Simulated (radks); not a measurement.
Results of a calculation; reference values are marked as such.
Q: All-electron atom: Fe4+ in [Ne] 3p6 3d4 4f2 (not the ground configuration). Code: a radial shooting solver on a logarithmic mesh with Libxc functionals. Model: non-relativistic Kohn-Sham, exchange-only B88, spin-polarised, spherical densities, point nucleus; open shells are filled with parallel spins first. Some entries of the table are withheld. Estimate them.

orbital,occ.,eigenvalue (hartree),r(max) (bohr),<r^2> (bohr^2)
1s down,1,-258.5892,0.03895,0.004688
1s up,1,-258.5882,0.03895,0.004689
2s up,1,-33.26008,0.2252,0.08603
2s down,1,-33.14342,0.2249,0.08556
2p up,3,-29.20810,0.1808,0.06875
2p down,3,-29.12112,0.1806,0.06828
3p up,3,-5.40778,0.6919,0.7366
3p down,3,-5.14861,0.6946,0.7482
3d up,4,-3.39969,0.6363,(1)
3d down,0,-3.13848,0.6427,(2)
4f up,2,-0.79057,2.618,9.894

A: 
(1) 3d up <r^2> (bohr^2): 0.8102
(2) 3d down <r^2> (bohr^2): 0.8381
